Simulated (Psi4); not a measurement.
Pair of molecules, SMILES C with SMILES [H][H], pulled apart as rigid monomers along the line of their centres of mass from the B3LYP-D3(BJ)/def2-TZVP minimum (SMILES order as in the coordinates).
Starting geometry (charge 0, multiplicity 1):
```xyz
7

C     -0.0199     0.0148    -0.1340
H     -0.0440     0.0299    -1.2229
H     -1.0370    -0.0517     0.2502
H      0.5537    -0.8472     0.2041
H      0.4477     0.9285     0.2309
H      0.0577    -0.0424     3.7077
H      0.0417    -0.0317     2.9640
```

Calculation: SAPT0/jun-cc-pV(D+d)Z run with Psi4 1.11.

```json
[
 {"C1···H7 (Å)": "2.79", "electrostatics (kJ/mol)": "-1.5", "exchange (kJ/mol)": "4.7", "induction (kJ/mol)": "-0.5", "dispersion (kJ/mol)": "-1.9", "total": "0.8"},
 {"C1···H7 (Å)": "3.10", "electrostatics (kJ/mol)": "-0.6", "exchange (kJ/mol)": "1.6", "induction (kJ/mol)": "-0.2", "dispersion (kJ/mol)": "-1.1", "total": "-0.2"},
 {"C1···H7 (Å)": "3.56", "electrostatics (kJ/mol)": "-0.2", "exchange (kJ/mol)": "___", "induction (kJ/mol)": "0.0", "dispersion (kJ/mol)": "-0.5", "total": "-0.4"},
 {"C1···H7 (Å)": "4.34", "electrostatics (kJ/mol)": "0.0", "exchange (kJ/mol)": "0.0", "induction (kJ/mol)": "0.0", "dispersion (kJ/mol)": "-0.2", "total": "-0.2"},
 {"C1···H7 (Å)": "5.58", "electrostatics (kJ/mol)": "___", "exchange (kJ/mol)": "0.0", "induction (kJ/mol)": "0.0", "dispersion (kJ/mol)": "0.0", "total": "0.0"}
]
```

### Question
Fill in the missing entries.

### Answer

- 3.56, exchange (kJ/mol): 0.3
- 5.58, electrostatics (kJ/mol): 0.0
